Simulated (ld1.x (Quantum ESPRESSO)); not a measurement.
## S: excitation energies, all-electron against ultrasoft

| Quantity | Value |
| --- | --- |
| Element | sulfur |
| Generator | ld1.x (Quantum ESPRESSO) 7.5 |
| Type | ultrasoft |
| Functional | LDA (PZ) |
| Relativity | scalar-relativistic |
| Frozen core | [Ne] |
| Valence charge | 6 |
| Reference configuration | 3s2 3p2 (charge +2) |
| Partial waves | 3s (bound): rcut 1.25, rcutus 1.65 bohr; 3s channel at 0.1 Ry: rcut 1.25, rcutus 1.65 bohr; 3p (bound): rcut 1.45, rcutus 1.75 bohr; 3p channel at -1.35 Ry: rcut 1.45, rcutus 1.75 bohr; 3d channel at 0.35 Ry: rcut 1.10, rcutus 1.30 bohr; 3d channel at 1.6 Ry: rcut 1.10, rcutus 1.30 bohr |
| Local potential | all-electron potential smoothed inside 1.35 bohr (lloc = -1) |
| Core correction | none |
| Augmentation charge | built from norm-conserving waves at rcut, not smoothed further |

Energies are relative to the spin-unpolarised reference configuration 3s2 3p2; without spin polarisation the order of configurations can differ from experiment. Spin-polarised rows fill each open shell by Hund’s rule, majority spin first.

Q: Give the all-electron excitation energy and the error of the potential for: 3s2 3p4; 3s2 3p3; 3s2 3p1; 3s1 3p4; 3s0 3p6; 3s2 3p3.5; 3s1 3p5; 3s2 3p2 (spin-polarised); 3s2 3p4 (spin-polarised).

A:

| valence configuration | charge | ΔE all-electron (eV) | error AE − PS (meV) |
| --- | --- | --- | --- |
| 3s2 3p4 | 0 | -34.236 | +28 |
| 3s2 3p3 | +1 | -22.373 | +13 |
| 3s2 3p1 | +3 | 34.158 | +28 |
| 3s1 3p4 | +1 | -11.576 | +11 |
| 3s0 3p6 | 0 | -13.629 | +23 |
| 3s2 3p3.5 | +0.5 | -29.527 | +22 |
| 3s1 3p5 | 0 | -23.996 | +23 |
| 3s2 3p2 (spin-polarised) | +2 | -1.053 | +125 |
| 3s2 3p4 (spin-polarised) | 0 | -34.942 | +93 |

Levels in the configuration 3s0 3p6:

| level | all-electron (eV) | pseudo (eV) |
| --- | --- | --- |
| 3p | -8.158 | -8.165 |
